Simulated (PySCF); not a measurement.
Several species in one continuum solvent.

Computed with PySCF at PBE0/pcSseg-1, non-relativistic, each on one gas-phase PBE0-D3(BJ)/def2-SVP geometry that isn't relaxed in the solvent. The solvent is an IEF-PCM continuum (van der Waals radii × 1.2). The model holds no explicit solvent molecules, cavitation or dispersion.

**Question.** Order them by E(solvent) − E(gas) in water (ε = 78.36), most negative first (kcal/mol).
A. `[CH2:1]1[CH2:2][CH2:3][C@H:4]2[CH2:5][C@H:6]2[CH2:7]1` with C7–C1–C2–C3 65°, C1–C2–C3–C4 -49°, C2–C3–C4–C5 -52°, C3–C4–C5–C6 109°
B. `[CH2:1]=[CH:2][C:3](=[CH2:4])[CH:5]([CH3:6])[CH3:7]` with C1–C2–C3–C4 -176°, C2–C3–C5–C6 -158°
C. `[CH3:1][B:2]([OH:3])[O:4][CH:5]([CH3:6])[CH3:7]` with C1–B2–O3–H 1°, C1–B2–O4–C5 -179°, B2–O4–C5–C6 152°

**Answer.** C (-5.2), B (-2.4), A (-1.1).

```json
{"SMILES": "CB(O)OC(C)C", "charge": "0", "ΔE (kcal/mol)": "-5.2", "polarisation term (kcal/mol)": "-5.8", "HOMO shift (eV)": "-0.10", "dipole gas (D)": "1.29", "dipole solvent (D)": "1.65", "atoms": "18"}
{"SMILES": "C=CC(=C)C(C)C", "charge": "0", "ΔE (kcal/mol)": "-2.4", "polarisation term (kcal/mol)": "-2.7", "HOMO shift (eV)": "-0.04", "dipole gas (D)": "0.29", "dipole solvent (D)": "0.43", "atoms": "19"}
{"SMILES": "C1CC[C@H]2C[C@H]2C1", "charge": "0", "ΔE (kcal/mol)": "-1.1", "polarisation term (kcal/mol)": "-1.1", "HOMO shift (eV)": "+0.05", "dipole gas (D)": "0.19", "dipole solvent (D)": "0.25", "atoms": "19"}
```

The polarisation term is half the interaction of the solute with the induced surface charges.
